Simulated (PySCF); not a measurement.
Atom-mapped SMILES (the numbers label the heavy atoms): `[O:1]=[CH:2][SiH2:3][C:4]([SiH3:5])([SiH3:6])[CH:7]=[O:8]` (H(Xn): hydrogen on atom n).

Method: GFN2-xTB geometry, NMR shieldings at PBE0/pcSseg-1/GIAO, in PySCF 2.14.0 with density-fitted response routines (gas phase, one averaged value for each set of equivalent atoms, relativity neglected, single conformer).

Q: List the cross peaks expected in HSQC, COSY and HMBC spectra.

A: 

HSQC (one-bond C–H):
```
           δH          δC
12.27 (H(C2))  242.7 (C2)
 9.62 (H(C7))  206.8 (C7)
```

COSY cross peaks (H two or three bonds apart, from the bond graph; peaks can be absent where the dihedral angle is near 90°):
```
           δH             δH
12.27 (H(C2))  4.34 (H(Si3))
```

HMBC (two and three bonds, from the bond graph):
```
                  δH                                 δC
       12.27 (H(C2))                          28.2 (C4)
        9.62 (H(C7))                          28.2 (C4)
       4.34 (H(Si3))  242.7 (C2), 206.8 (C7), 28.2 (C4)
4.15 (H(Si5)/H(Si6))              206.8 (C7), 28.2 (C4)
```

Referencing at the same level of theory: TMS for ¹H, ¹³C.

Short H···H contacts in this conformer between protons four or more bonds apart (candidates for NOE cross peaks, intensity ∝ r⁻⁶): H(C2)···H(Si5) 2.76 Å.

Shifts are as computed. Against solution values, carbons near 30 ppm lie about +3 ppm off and those near 130 ppm about +5 ppm. Of 1211 compounds with measured shifts, 218 miss one by over three times the rms of a fit or turn the order of signals round; such compounds aren't used in these exercises.
